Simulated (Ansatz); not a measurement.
`[O]=[V]([OH])([OH])[OH]` and `[NH2][V](=[O])([OH])[OH]` differ in one atom or group.

Ansatz, PBE0-D4/def2-TZVP geometries, multiplicity 1. Each molecule was computed in one conformer, which needn't be the lowest.

Scalar relativity is left out up to krypton.

```json
{"property": "size of the dipole moment (ωB97M-V/def2-TZVPP) / D", "`[O]=[V]([OH])([OH])[OH]`": "1.72"}
{"property": "HOMO energy (ωB97M-V/def2-TZVPP) / eV", "`[O]=[V]([OH])([OH])[OH]`": "-11.54"}
{"property": "HOMO energy (B3LYP/def2-TZVPP) / eV", "`[O]=[V]([OH])([OH])[OH]`": "-8.91"}
{"property": "HOMO–LUMO gap (B3LYP/def2-TZVPP) / eV", "`[O]=[V]([OH])([OH])[OH]`": "6.32"}
{"property": "LUMO energy (PBE0/def2-TZVPP) / eV", "`[O]=[V]([OH])([OH])[OH]`": "-2.29"}
{"property": "LUMO energy (ωB97M-V/def2-TZVPP) / eV", "`[O]=[V]([OH])([OH])[OH]`": "-0.01"}
```

What does the change do to each property? (An estimate is asked.)

Ansatz gave: 
```json
{"property": "size of the dipole moment (ωB97M-V/def2-TZVPP) / D", "`[NH2][V](=[O])([OH])[OH]`": "4.82", "shift": "3.10"}
{"property": "HOMO energy (ωB97M-V/def2-TZVPP) / eV", "`[NH2][V](=[O])([OH])[OH]`": "-10.48", "shift": "1.06"}
{"property": "HOMO energy (B3LYP/def2-TZVPP) / eV", "`[NH2][V](=[O])([OH])[OH]`": "-7.94", "shift": "0.97"}
{"property": "HOMO–LUMO gap (B3LYP/def2-TZVPP) / eV", "`[NH2][V](=[O])([OH])[OH]`": "5.52", "shift": "-0.80"}
{"property": "LUMO energy (PBE0/def2-TZVPP) / eV", "`[NH2][V](=[O])([OH])[OH]`": "-2.13", "shift": "0.16"}
{"property": "LUMO energy (ωB97M-V/def2-TZVPP) / eV", "`[NH2][V](=[O])([OH])[OH]`": "0.11", "shift": "0.12"}
```

With PBE0 the HOMO rises by 0.99 eV and the LUMO rises by 0.16 eV, so the gap narrows by about 0.83 eV. PBE moves the HOMO by 0.77 eV and ωB97M-V by 1.06 eV. The zero-point energy changes by 29.3 kJ/mol with +3 modes. Dipoles are sizes alone; their direction can turn.

B3LYP here is the variant with VWN-RPA as its local correlation; programs differ in this.
